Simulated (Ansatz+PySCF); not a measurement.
**singlet GeH₄: levels of theory in one basis**

```xyz
5

Ge    0.0000    0.0000    0.0000
H     0.8165    0.8165    0.8165
H     0.8165   -0.8165   -0.8165
H    -0.8165    0.8165   -0.8165
H    -0.8165   -0.8165    0.8165
```

Basis set: def2-SVP (spherical functions). Frozen core: 9 orbitals. Charge 0, multiplicity 1.

Computed with Ansatz (development build ahead of 0.2.0); each method stands on the lowest determinant of its kind that the runs found. NEVPT2 correlates all electrons. Active spaces start from the frontier orbitals, and the lowest solution found is given.

```json
{"method": "RHF", "E − E(RHF) (eV)": "0.00", "<S²> of the determinant": "0.00"}
{"method": "RHF-MP2", "E − E(RHF) (eV)": "-6.88", "<S²> of the determinant": "–"}
{"method": "RHF-CCSD(T)", "E − E(RHF) (eV)": "-7.48", "<S²> of the determinant": "–"}
{"method": "CASSCF(8,8)", "E − E(RHF) (eV)": "-1.39", "<S²> of the determinant": "–"}
{"method": "SC-NEVPT2(8,8)", "E − E(RHF) (eV)": "-8.01", "<S²> of the determinant": "–"}
```

(1) What does RHF-CCSD give on the same scale?

(2) Is a single determinant a sound starting point here?

Answers

(1) -7.31 eV.

(2) By this sign, yes. Unrestricted orbitals gain 0.00 eV and <S²> is 0.00 against 0.00 for a pure state. The CASSCF(8,8) natural occupations are 1.99, 1.98, 1.98, 1.98, 0.02, 0.02, 0.02, 0.02.
